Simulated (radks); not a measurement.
Question: These are the eigenvalues of the occupied orbitals of an atom or ion with whole-number occupations (eV). Method: Dirac Kohn-Sham, PBE, spin-unpolarised, spherical densities, finite nucleus; Fermi nuclear charge, rms radius of each element as measured or else 0.836 A^(1/3) + 0.57 fm; computed with a radial shooting solver on a logarithmic mesh with Libxc functionals.

| orbital | eigenvalue |
|---|---|
| 1s1/2 | -16798.04 |
| 2s1/2 | -3011.737 |
| 2p1/2 | -2823.525 |
| 2p3/2 | -2754.184 |
| 3s1/2 | -1041.406 |
| 3p1/2 | -975.5762 |
| 3p3/2 | -960.6881 |

Which element is it, and in what charge state? The configuration may be excited. Open shells, if any, are shared by 2j + 1.

Answer: Z = 38, strontium, charge +21: Sr21+ in [Ne] 3s2 3p5. The list shows which subshells hold electrons but not how many an open one holds; the 1s level, -617.32 hartree, gives Z - s = 35.1 by -(Z - s)^2/2, which with screening and relativity narrows Z to a few neighbours, and the depths of the outer levels then fix element, charge and occupations together.
